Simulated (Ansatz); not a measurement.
Born–Oppenheimer molecular dynamics of CH8OSSi2 (13 atoms, charge 0, multiplicity 1). It starts at the highest image of a converged band. Of that band: Neighbouring images differ by up to 2.5 eV, so the band resolves the path poorly. A vibrational analysis at the climbing image gives one clearly imaginary mode, 1480i cm⁻¹: a first-order saddle point.

Method: RKS PBE0/def2-SVP (Ansatz).

- ensemble: NVE (velocity Verlet)
- time step: 0.5 fs
- steps asked: 200
- starting velocities drawn for: 300 K
- seed: 10662

First frame:

```xyz
13
Properties=species:S:1:pos:R:3
C -0.585 0.923 1.892
O -1.139 0.485 0.668
Si -0.267 0.582 -1.023
Si 0.105 -1.675 -1.580
S 1.696 1.429 -0.733
H -0.036 1.874 1.782
H 0.121 0.165 2.270
H -1.397 1.052 2.623
H -1.479 1.333 -0.249
H 0.692 -1.756 -2.954
H 1.075 -2.286 -0.613
H -1.169 -2.456 -1.548
H 2.405 0.295 -0.522
```

Problem. How far do the bonds stretch over the last three quarters of this one trajectory? (Pairs bonded in most of those frames.)

Solution. 
```tsv
bond	mean (Å)	spread (Å)	shortest	longest
C1–O2	1.426	0.042	1.35	1.49
C1–H6	1.102	0.023	1.07	1.14
C1–H7	1.104	0.012	1.08	1.13
C1–H8	1.103	0.008	1.09	1.12
O2–H9	0.979	0.051	0.90	1.05
Si3–Si4	2.486	0.097	2.33	2.62
Si3–S5	2.181	0.052	2.11	2.25
Si4–H10	1.503	0.013	1.48	1.53
Si4–H11	1.511	0.045	1.44	1.58
Si4–H12	1.508	0.029	1.46	1.55
S5–H13	1.360	0.026	1.32	1.40
```

Mean temperature of the second half: 462 K. The conserved energy stayed within 0.24 meV per atom of its start (net change -0.16 meV per atom), so the integration is sound. The kinetic energy rose, since the run started high on the potential surface and went downhill. It ends in pieces (CH4O + H4SSi2), so much of that is their flight and rotation, not heat. A run of 0.1 ps of so small a system gives no equilibrium averages. The orbitals stay closed-shell, which can raise the energy where a bond breaks towards radicals; this wasn't checked here.

The run took 7.7 min on 2 threads of Intel(R) Xeon(R) 6975P-C (Granite Rapids), with other jobs on the host, peak memory 0.32 GiB.
